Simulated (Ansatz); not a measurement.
Two isomers of CH4GeO2: A = `[OH][GeH]1[CH2][O]1`, B = `O=C[O][GeH3]`.

Computed with Ansatz on PBE0-D4/def2-TZVP structures; ΔE is electronic, products minus reactants. CCSD(T)/CBS adds triple-zeta CCSD(T) − MP2 to the extrapolated MP2 energy (def2 sets, frozen cores). DFT in def2-TZVPP. For Ge outer-core shells are correlated without core-valence functions, which leaves a few kJ/mol of doubt a bond. Scalar relativity is left out up to krypton. One conformer a species, not always the lowest.

Problem. Which isomer does CCSD(T)/CBS put lower? Give the gap. (Estimate.)

Solution. Ansatz gave: B, by 22.6 kcal/mol.

Problem. Give E(B) − E(A) in kcal/mol with CCSD(T)/def2-TZVPP, CCSD/def2-TZVPP, LDA (SPW92), CCSD(T)/def2-SVP, BLYP-D4, ωB97M-V, MP2/def2-TZVPP. (An estimate is asked.)

Solution. Computed: CCSD(T)/def2-TZVPP -25.3, CCSD/def2-TZVPP -26.1, LDA (SPW92) -24.0, CCSD(T)/def2-SVP -36.9, BLYP-D4 -27.9, ωB97M-V -26.5, MP2/def2-TZVPP -23.0. None reverses the order clearly.

Problem. Does the order hold for the free energy at 298.15 K (harmonic terms from PBE0-D4)? (An estimate is asked.)

Solution. Computed: Yes: G(B) − G(A) = -25.0 kcal/mol, for one conformer each.

Largest T1 diagnostic: 0.015.

Leaving LDA and LC-ωPBE aside and taking each functional with its dispersion term where it has one, the values, not all of them listed here, spread over 5.2 kcal/mol, from BHLYP-D4 to PBE-D4. From BLYP to BHLYP (50 % exact exchange), in def2-TZVPP and without D4, E(B) − E(A) moves by −2.2 kcal/mol.
